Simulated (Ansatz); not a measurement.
Consider the ligand exchange at the Sn–C bond: `O[CH2][SnH3]` + HBr → `[Br][SnH3]` + CH₃OH.

Isolated molecules relaxed with PBE0-D4/def2-TZVP in Ansatz; ΔE leaves out vibrations. CBS: MP2 limit from def2 TZ/QZ plus the TZ coupled-cluster correction, frozen cores. This one scheme is used for every species. DFT in def2-TZVPP. B3LYP here is the variant with VWN-RPA as its local correlation; programs differ in this. def2 core potentials past Kr. For Br, Sn outer-core shells are correlated without core-valence functions, which leaves a few kJ/mol of doubt a bond. Scalar relativity is left out up to krypton. One conformer a species, not always the lowest.

`O[CH2][SnH3]`:

Cartesian coordinates in Å:
```
O 1.765 0.504 -0.375
C 0.674 0.552 0.523
Sn -1.115 -0.383 -0.285
H 2.014 -0.413 -0.511
H 0.460 1.607 0.697
H 0.917 0.104 1.493
H -0.646 -1.914 -0.897
H -2.312 -0.605 0.917
H -1.759 0.548 -1.563
```

HBr:

```xyz
2

Br   -0.602   -0.020   -0.377
H     0.602    0.020    0.377
```

`[Br][SnH3]`:

Z-matrix (Å, degrees):
```
Sn
Br 1 2.483
H 1 1.700 2 106.4
H 1 1.700 2 106.4 3 -120.0
H 1 1.700 2 106.4 3 120.0
```

CH₃OH:

```xyz
6

C     0.104   -0.236    0.245
O     0.071    0.400   -1.012
H     0.835   -1.043    0.176
H    -0.863   -0.676    0.517
H     0.421    0.441    1.049
H    -0.568    1.114   -0.975
```

Problem. Is it downhill or uphill in electronic energy at CCSD(T)/CBS, and by how much? (Estimate.)

Solution. Ansatz gave: Downhill: ΔE = -141.3 kJ/mol.

Problem. What do these levels give: r2SCAN-D4, r2SCAN0-D4, ωB97X-V, ωB97M-V, B2PLYP, PBE, BLYP, B3LYP, HF/def2-SVP, HF/def2-TZVPP, SCS-MP2/def2-TZVPP, MP2/CBS(def2)? (Estimate.)

Solution. The calculation gave: r2SCAN-D4 -141.0, r2SCAN0-D4 -146.7, ωB97X-V -142.3, ωB97M-V -140.7, B2PLYP -142.6, PBE -133.5, BLYP -137.1, B3LYP -143.9, HF/def2-SVP -167.3, HF/def2-TZVPP -170.7, SCS-MP2/def2-TZVPP -139.6, MP2/CBS(def2) -144.9 kJ/mol.

Problem. What do rigid-rotor, harmonic-oscillator terms from PBE0-D4/def2-TZVP frequencies (298.15 K, 1 bar) make of the CCSD(T)/CBS value? (An estimate is asked.)

Solution. Ansatz gave: ΔZPE = +12.9 kJ/mol, ΔH = -130.4 kJ/mol, ΔS = 4 J/(mol·K), ΔG = -131.7 kJ/mol.

Largest T1 diagnostic among the species: 0.012.

From PBE to PBE0 (25 % exact exchange), in def2-TZVPP and without D4, ΔE moves by −9.1 kJ/mol. In def2-TZVPP, CCSD(T) changes the Hartree–Fock value by +37.4 kJ/mol (the triples alone add +4.0 kJ/mol) and MP2 by +33.7 kJ/mol. The D4 term adds +3.0 kJ/mol with B3LYP and +1.7 kJ/mol with PBE0; it sums over pairs of atoms, weighted by their polarisabilities, and B3LYP, whose exchange is more repulsive, gets the larger term.
